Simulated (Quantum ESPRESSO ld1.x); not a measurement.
Values are calculated unless marked as measured or tabulated.
Problem. All-electron atom: Pb22+ in [Kr] 4d10 4f13 5s1 (the NIST ground configuration). Level of theory: Dirac Kohn-Sham, PBE, spin-unpolarised, spherical densities, point nucleus; open shells fill j = l - 1/2 first (ld1.x of Quantum ESPRESSO 7.5).

Spin-orbit splittings of the eigenvalues, e(l+1/2) - e(l-1/2), with zeta = 2 splitting/(2l+1) and mean radii in bohr:

shell  occ.  splitting (eV)  zeta (eV)  <r> j=l-1/2  <r> j=l+1/2
2p        6            2191       1461      0.05486      0.06378
3p        6           490.0      326.7       0.1642       0.1804
3d       10           104.4      41.77       0.1567       0.1616
4p        6           122.8      81.85       0.3814       0.4139
4d       10           23.40      9.362       0.4151       0.4251
4f       13               ?          ?       0.4224       0.4271
5p        0           34.75      23.16       0.7837       0.8334

Estimate the 4f splitting.

Solution. 5.625 eV (zeta = 1.607 eV).
